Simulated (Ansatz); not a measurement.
Consider the hydrogenolysis of a Ge–C bond: `C=C[CH2][Ge]([F])([O]C)[O]C` + H₂ → `C[O][GeH]([F])[O]C` + `C=CC`.

Isolated molecules relaxed with PBE0-D4/def2-TZVP in Ansatz; ΔE leaves out vibrations. CCSD(T)/CBS adds triple-zeta CCSD(T) − MP2 to the extrapolated MP2 energy (def2 sets, frozen cores). This one scheme is used for every species. Functionals use def2-TZVPP. B3LYP here is the variant with VWN-RPA as its local correlation; programs differ in this. For Ge outer-core shells are correlated without core-valence functions, which leaves a few kJ/mol of doubt a bond. Scalar relativity is left out up to krypton. Each species was taken in one conformer, which may not be the lowest.

`C=C[CH2][Ge]([F])([O]C)[O]C`:

Cartesian coordinates in Å:
```
C -0.624 2.931 -0.676
C -0.553 1.755 -1.283
C 0.663 0.898 -1.332
Ge 0.451 -0.709 -0.266
F 1.960 -1.581 -0.275
O -0.795 -1.724 -0.952
C -1.218 -2.901 -0.287
O 0.046 -0.492 1.430
C 0.934 0.185 2.295
H -1.544 3.503 -0.661
H 0.236 3.366 -0.175
H -1.439 1.354 -1.770
H 0.876 0.549 -2.347
H 1.547 1.423 -0.963
H -2.065 -3.306 -0.845
H -0.424 -3.654 -0.264
H -1.538 -2.693 0.738
H 1.927 -0.277 2.305
H 0.520 0.133 3.303
H 1.038 1.243 2.025
```

H₂:

Z-matrix (Å, degrees):
```
H
H 1 0.746
```

`C[O][GeH]([F])[O]C`:

```xyz
13

C    -0.284   -0.994    2.050
O     0.070   -0.002    1.107
Ge    0.895   -0.436   -0.379
F    -0.021   -1.748   -1.055
O     0.814    0.939   -1.444
C    -0.425    1.583   -1.692
H     0.599   -1.485    2.478
H    -0.824   -0.501    2.860
H    -0.932   -1.759    1.612
H     2.342   -0.894   -0.231
H    -1.111    0.930   -2.241
H    -0.906    1.903   -0.763
H    -0.217    2.463   -2.303
```

`C=CC`:

Cartesian coordinates in Å:
```
C -0.556 -1.099 0.634
C 0.036 0.083 0.536
C 0.388 0.762 -0.742
H -0.831 -1.669 -0.249
H -0.787 -1.541 1.596
H 0.293 0.616 1.450
H -0.106 1.736 -0.818
H 1.464 0.952 -0.802
H 0.098 0.161 -1.606
```

```tsv
level	ΔE (kcal/mol)
B3LYP-D4	-4.4
ωB97X-V	-4.9
ωB97M-V	-4.6
B2PLYP	-6.3
r2SCAN	-5.0
HF/def2-QZVPP	-12.2
SCS-MP2/def2-QZVPP	-4.1
HF/CBS(def2)	-12.2
```

(1) What does CCSD(T)/CBS give? (An estimate is asked.)

Largest T1 diagnostic among the species: 0.012.

Results:

(1) Computed: -3.3 kcal/mol. The listed levels differ from it by -1.1, -1.6, -1.3, -3.0, -1.7, -8.9, -0.8, -8.9 kcal/mol.

The D4 term adds +4.2 kcal/mol with B3LYP and +2.5 kcal/mol with PBE0; it sums over pairs of atoms, weighted by their polarisabilities, and B3LYP, whose exchange is more repulsive, gets the larger term. In def2-TZVPP, CCSD(T) changes the Hartree–Fock value by +8.4 kcal/mol (the triples alone add +1.5 kcal/mol) and MP2 by +9.9 kcal/mol.
